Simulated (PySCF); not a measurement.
Correlation energy of Ar²⁺ (argon, charge +2)

[Ne] 3s1 3p5, high-spin 3P determinant (an excited configuration). All numbers are calculated (PySCF 2.14, the spin-free X2C one-electron Hamiltonian (Gaussian nucleus), in x2c-TZVPPall (5s5p3d1f, 42 functions)). Frozen: 1s2; 14 electrons correlated.

```
  level  correlation energy (mhartree)
   CCSD                        -417.00
    (T)                         -21.31
CCSD(T)                        -438.31
```

Diagnostics: T1 = 0.0087, D1 = 0.0262, largest double amplitude 0.188.

A double-excitation amplitude exceeds 0.15, a sign of near-degeneracy.

Cost of the coupled-cluster step: of the order of 2.4 core-seconds, for 14 correlated electrons.

This basis was not built for core-valence correlation, so the inner-shell part is incomplete.
